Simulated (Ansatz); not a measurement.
Input for Ansatz (a first-principles code): R-RI-MP2/aug-cc-pVTZ on C3H3NO (a complex), monomers drawn apart or pushed together. Files ending in .json are basis or fitting sets from the Basis Set Exchange.

Ansatz 0.2 input:
```yaml
crystal:
  periodic: [false, false, false]
  atoms:
    - {symbol: C, position_ang: [0.00458774, 0.66494609, 0.94823854]}
    - {symbol: O, position_ang: [-0.17767880, 0.06785849, 0.01361153]}
    - {symbol: C, position_ang: [0.47634073, 0.56505806, 5.04358034]}
    - {symbol: C, position_ang: [0.25180302, -0.73920426, 4.44309504]}
    - {symbol: N, position_ang: [0.07437789, -1.76449409, 3.95437737]}
    - {symbol: H, position_ang: [-0.31411614, 0.79144921, 5.75959508]}
    - {symbol: H, position_ang: [1.43550408, 0.58108000, 5.56174899]}
    - {symbol: H, position_ang: [0.47985249, 1.32799267, 4.26464720]}
basis:
  gaussian:
    orbitals: aug-cc-pVTZ
    fitting: {mean_field: def2-universal-JKFIT, correlation: aug-cc-pVTZ-RIFIT.json}
magnetization: {spin_polarized: false}
correlation: {method: mp2, electrons: outside_noble_gas}
scf: {lower_state_search: off}
```

It printed:

```
WARN ansatz: RAYON_NUM_THREADS=1 ignored (pool sized by the plan → 1); use --threads N
Functional definition: HF
these checks for a lower state are left out or cut short: stability, starts, cluster_reference, orbital_swaps, neighbouring_geometries, increment
integrals: 0.33 GiB planned
433 factors; integrals over basis functions are off by at most 9.3e-1 eV
mean field: 0.54 GiB planned
mean field evaluation 1: about -6656.2022 eV, gradient 4.2e1 eV
mean field evaluation 2: about -6658.4024 eV, gradient 3.2e1 eV
mean field evaluation 4: about -6660.1925 eV, gradient 1.6e0 eV
mean field evaluation 8: about -6660.2005 eV, gradient 9.2e-7 eV
mean field -6660.20052335 eV, -244.7578547871 hartree, gradient 9.2e-7 eV, S^2 0.000000; 0 other end points of the search recorded, 0 dependent functions left out
5 core orbitals not correlated
668 factors; their error is unknown
reference -6660.20052335 eV, -244.7578547871 hartree; 13, 13 occupied and 281, 281 virtual orbitals, 668 factors
second order -24.04338522 eV of doubles, -0.00000000 eV of singles
Total energy: -6684.24390857 eV, -245.6414328969 hartree
Checks for a lower state left out: stability, starts, cluster_reference, orbital_swaps, neighbouring_geometries, increment
```

The calculation finished and met its thresholds.

Cost: around 3 core-seconds (rough).
